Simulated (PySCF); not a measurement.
## Ionisation energy along the 3-electron series

Calculated with PySCF 2.14 and a two-component X2C-1e Hamiltonian (Gaussian nucleus, no Breit or QED terms), each ion in its own even-tempered basis scaled to its charge; GMP2 freezes nothing and drops the highest virtual spinors. Values in eV. NIST values: (m) measured, (s) semi-empirical, (t) theoretical.

```csv
ion,configuration,GHF (screened spin-orbit),GMP2 (screened spin-orbit),NIST
Nb³⁸⁺,[He] 2s1,5429.3,5429.5,5426.1 (t)
Mo³⁹⁺,[He] 2s1,5716.7,5716.9,5713.2 (t)
Tc⁴⁰⁺,[He] 2s1,6012.2,6012.4,6008.4 (t)
```

Between Z = 41 and Z = 43 the GMP2 (screened spin-orbit) value grows as Z to the power 2.14.
